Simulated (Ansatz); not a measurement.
One change: `C[NH][Ga]([NH2])[Cl]` becomes `[NH2][Ga]([Cl])[O][SiH3]`.

Ansatz, PBE0-D4/def2-TZVP geometries, multiplicity 1. Each molecule was computed in one conformer, which needn't be the lowest.

Scalar relativity is left out up to krypton.

```tsv
property	`C[NH][Ga]([NH2])[Cl]`
zero-point energy (PBE0-D4/def2-TZVP) / kJ/mol	211.6
LUMO energy (B3LYP/def2-TZVPP) / eV	-0.55
LUMO energy (ωB97M-V/def2-TZVPP) / eV	1.48
ideal-gas entropy at 298 K and 1 bar (rigid rotor, harmonic PBE0-D4/def2-TZVP) / J/(mol·K)	388
HOMO–LUMO gap (ωB97M-V/def2-TZVPP) / eV	10.58
LUMO energy (PBE0/def2-TZVPP) / eV	-0.21
```

Problem. What does the change do to each property? (Estimate.)

Solution. Computed: 
| property | `[NH2][Ga]([Cl])[O][SiH3]` | shift |
| --- | --- | --- |
| zero-point energy (PBE0-D4/def2-TZVP) / kJ/mol | 147.3 | -64.3 |
| LUMO energy (B3LYP/def2-TZVPP) / eV | -1.25 | -0.70 |
| LUMO energy (ωB97M-V/def2-TZVPP) / eV | 0.84 | -0.64 |
| ideal-gas entropy at 298 K and 1 bar (rigid rotor, harmonic PBE0-D4/def2-TZVP) / J/(mol·K) | 412 | 24 |
| HOMO–LUMO gap (ωB97M-V/def2-TZVPP) / eV | 11.19 | 0.61 |
| LUMO energy (PBE0/def2-TZVPP) / eV | -0.93 | -0.72 |

With PBE0 the HOMO falls by 1.21 eV and the LUMO falls by 0.72 eV, so the gap widens by about 0.49 eV. PBE moves the HOMO by -1.15 eV and ωB97M-V by -1.25 eV. The zero-point energy changes by -64.3 kJ/mol with -3 modes. Modes under 60 cm⁻¹, often nearly free rotors, make the harmonic entropy too high.

Positive LUMOs are unbound, so they and the gaps depend on the basis.

B3LYP here is the variant with VWN-RPA as its local correlation; programs differ in this.
